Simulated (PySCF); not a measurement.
Job file and geometry (Å, from GFN2-xTB) of an NMR shielding run on SMILES C[C@@H](O)/C(CO)=N/[SiH3], C₄H₁₁NO₂Si, PySCF 2.14.0, density-fitted response routines, GIAO PBE0/pcSseg-1 NMR shielding, non-relativistic, gas phase; density fitting, a coarse starting grid and PySCF grid level 2 are the driver's defaults:

```
$ OMP_NUM_THREADS=1 python probes_run.py task.json out

{"job": {"kind": "nmr", "xc": "PBE0", "basis": "pcSseg-1"}, "charge": 0, "multiplicity": 1}
C     -2.311004     0.031462     0.095859
C     -1.226212    -0.179282    -0.976693
O     -1.250424     0.836882    -1.938603
C      0.107611    -0.240536    -0.270376
C      0.404976    -1.478113     0.557572
O      0.374056    -1.199859     1.935733
N      0.861886     0.760073    -0.336174
Si     2.390491     1.230709     0.286203
H     -2.150802     0.986731     0.590785
H     -3.286573     0.043940    -0.381723
H     -2.278669    -0.761511     0.836929
H     -1.412663    -1.126431    -1.498977
H     -0.604586     1.502287    -1.654799
H     -0.342813    -2.254265     0.387589
H      1.393451    -1.859482     0.258612
H      0.987968    -0.479393     2.121701
H      3.180477     0.218574     1.007936
H      3.104225     1.665128    -0.908564
H      2.048799     2.312338     1.209139
```

Q: Write the output of this run.

A: 
```
coarse grid: 16024 points
cycle   1  E = -652.9099179554  dE =  9.787e-01  |g| = 9.058e-01  |ddm| = 3.827e+00
cycle   2  E = -652.7176169531  dE =  1.923e-01  |g| = 1.367e+00  |ddm| = 1.944e+00
cycle   3  E = -653.0573047715  dE = -3.397e-01  |g| = 1.563e-01  |ddm| = 1.312e+00
cycle   4  E = -653.0617643539  dE = -4.460e-03  |g| = 7.668e-02  |ddm| = 1.797e-01
cycle   5  E = -653.0629640674  dE = -1.200e-03  |g| = 2.085e-02  |ddm| = 7.256e-02
cycle   6  E = -653.0630512869  dE = -8.722e-05  |g| = 4.805e-03  |ddm| = 2.198e-02
cycle   7  E = -653.0630563834  dE = -5.097e-06  |g| = 6.875e-04  |ddm| = 5.646e-03
final grid: 149264 points
cycle   8  E = -653.1293118436  dE = -5.535e-05  |g| = 1.189e-02  |ddm| = 4.465e-02
cycle   9  E = -653.1292830397  dE =  2.880e-05  |g| = 1.715e-02  |ddm| = 2.335e-02
cycle  10  E = -653.1293401257  dE = -5.709e-05  |g| = 1.191e-03  |ddm| = 1.432e-02
cycle  11  E = -653.1293404039  dE = -2.781e-07  |g| = 3.209e-04  |ddm| = 1.152e-03
cycle  12  E = -653.1293404193  dE = -1.542e-08  |g| = 1.990e-04  |ddm| = 4.451e-04
cycle  13  E = -653.1293404275  dE = -8.207e-09  |g| = 4.157e-05  |ddm| = 1.830e-04
cycle  14  E = -653.1293404278  dE = -3.406e-10  |g| = 7.058e-06  |ddm| = 3.857e-05
converged SCF energy = -653.1293404278

GIAO shielding tensors (ppm)
atom      isotropic    diamagn.    paramagn.     s11        s22        s33       span
  0 C      162.262     249.232     -86.970    145.614    157.332    183.841     38.226
  1 C      110.247     246.693    -136.446     81.026    109.004    140.710     59.683
  2 O      292.395     390.876     -98.481    255.993    305.131    316.060     60.066
  3 C      -12.816     258.408    -271.224   -104.148    -53.671    119.372    223.520
  4 C      120.941     246.795    -125.854    103.795    112.342    146.686     42.890
  5 O      296.525     389.314     -92.789    262.684    280.621    346.270     83.585
  6 N      -47.515     331.680    -379.195   -339.423   -103.381    300.261    639.684
  7 Si     417.878     881.994    -464.115    377.606    402.530    473.499     95.893
  8 H       31.014      31.162      -0.148     27.756     29.846     35.440      7.684
  9 H       29.978      28.703       1.275     26.406     27.344     36.183      9.777
 10 H       30.229      30.632      -0.403     25.703     29.730     35.254      9.551
 11 H       27.405      31.212      -3.806     22.825     28.175     31.216      8.392
 12 H       28.594      34.543      -5.950     18.035     27.054     40.692     22.657
 13 H       27.604      30.898      -3.294     24.573     27.334     30.906      6.333
 14 H       27.466      30.697      -3.232     25.174     25.789     31.433      6.258
 15 H       31.069      33.838      -2.769     21.891     29.380     41.937     20.046
 16 H       26.481      30.234      -3.753     22.648     25.894     30.902      8.253
 17 H       26.578      29.746      -3.168     23.049     25.530     31.155      8.106
 18 H       26.641      30.391      -3.750     23.890     25.290     30.743      6.852
```

Q: Turn these shieldings into chemical shifts. References, each an isolated molecule treated in the same way: $^{13}$C (σref 186.93), $^{29}$Si (σref 349.16), $^{1}$H (σref 31.72) against TMS; H2O for $^{17}$O (σref 336.08); $^{15}$N (σref 267.73) against NH3.

A: Averaging equivalent atoms: C 3: 199.7; C 1: 76.7; C 4: 66.0; C 0: 24.7; O 2: 43.7; O 5: 39.6; N 6: 315.2; Si 7: -68.7; H 16/17/18: 5.15; H 11: 4.31; H 14: 4.25; H 13: 4.11; H 12: 3.12; H 8/9/10: 1.31; H 15: 0.65 ppm. Experimental scales use liquid or dissolved standards, which lie at an offset from isolated NH3 (liquid NH3: subtract about 20 ppm) and H2O (liquid H2O: subtract about 36 ppm). Unscaled 15N shifts of sp2 nitrogen come out 20 to 40 ppm too high even then.

Size and cost of the density-fitted run: 198 basis functions, 66 s wall time on 1 thread of an Arm Neoverse N1, shared host; peak memory 0.88 GiB.
